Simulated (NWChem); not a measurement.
System: SeCl₄; SMILES Cl[Se](Cl)(Cl)Cl

Input file for NWChem:

```
start job
memory heap 200 mb stack 900 mb global 1100 mb
geometry units angstroms noautoz
  Se     0.000000     0.000000     0.373831
  Cl     1.720975     0.000000    -1.024115
  Cl     0.000000     2.343347     0.615945
  Cl    -1.720975     0.000000    -1.024115
  Cl     0.000000    -2.343347     0.615945
end
basis spherical
  Se library def2-svp
  Cl library def2-svp
end
dft
  xc m06
  iterations 150
  mulliken
end
task dft energy
```

Coordinates come from a PBE-D3(BJ)/def2-SVP optimisation.

Problem. What results follow from this input? (M06/def2-SVP.) Quantities: energy (Ha); highest occupied level (eV); orbital gap (eV); dipole (D).

Solution. The energy (Ha) is -4241.32 and the highest occupied level (eV) comes out as -8.14. The orbital gap (eV) comes out as 3.93. The dipole (D) is 0.08.
